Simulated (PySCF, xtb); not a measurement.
B(Cl)(Br)(OMe) (CH3BBrClO), SMILES COB(Cl)Br.

xtb with GFN2-xTB at its own geometry gives an orbital gap of 5.28 eV and a dipole moment of 4.56 D.

Coordinates come from a B3LYP-D3(BJ)/def2-SVP optimisation. One conformer was computed; it need not be the lowest.

Task: What does PBE/def2-TZVP (PySCF) give? (An estimate is asked for; the answer gives what the named calculation found.)

Result: gap 5.72 eV (levels -7.10 and -1.38 eV), dipole 2.41 D.
